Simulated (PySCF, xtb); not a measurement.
C₂H₅BO₃, SMILES C1OCOB1O.

GFN2-xTB (xtb 6.7.1) at its own geometry gives an orbital gap of 6.15 eV and a dipole moment of 1.96 D.

The structure is a stationary point at PBE-D3(BJ)/def2-SVP. The structure was generated by enumeration, and PubChem lists no compound with its InChIKey, so it may never have been made. One conformer was computed; it need not be the lowest.

Task: What does PBE/def2-TZVP in PySCF give? (Estimate from the structure and the level; the computed values follow.)

Result: gap 5.90 eV (levels -6.03 and -0.13 eV), dipole 1.19 D.
